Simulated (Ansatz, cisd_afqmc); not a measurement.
Species: CuH, charge 0, singlet. CuH (SMILES [CuH]).
B3LYP-D3(BJ)/def2-TZVP minimum from Ansatz (a quantum-chemistry and plane-wave program):
```xyz
2

Cu     0.0000     0.0000    -0.0494
H      0.0000     0.0000     1.4337
```
Charge 0, spin multiplicity 1.

Total energies in cc-pwCVTZ-DK, 20 correlated electrons, 5 frozen orbitals. Radicals and triplets start from unrestricted determinants; spin-orbit coupling is neglected. The -DK rows use spin-free X2C, correlate 3s3p of the metal (1s2s2p frozen) and give its partners the cc-pVXZ-DK valence sets. AFQMC is phaseless with a CISD trial state; ± is one standard error, without the phaseless bias. Outlying blocks are dropped, and bars are widened where a walk drifts. Over all cases where full CI ran beside it in this data, AFQMC minus full CI had a median of +0.1 mEh and passed +0.4 mEh in a tenth of the cases. The T1 diagnostic of HCu ([CuH], singlet) reaches 0.034 in the sets run.

```csv
method,program,energy (Eh),minus CCSDT(Q) (mEh)
HF,Ansatz,-1653.70974,958.11
MP2,Ansatz,-1654.76699,-99.14
CCSD,Ansatz,-1654.63745,30.41
CCSD(T),Ansatz,-1654.66952,-1.67
CCSDT(Q),Ansatz,-1654.66785,0.00
AFQMC/CISD,cisd_afqmc,-1654.6690 ± 0.0006,-1.2 ± 0.6
```

Rough core times of Ansatz's runs on a shared machine: CCSD(T) under 20 s, CCSDT(Q) 10 min.
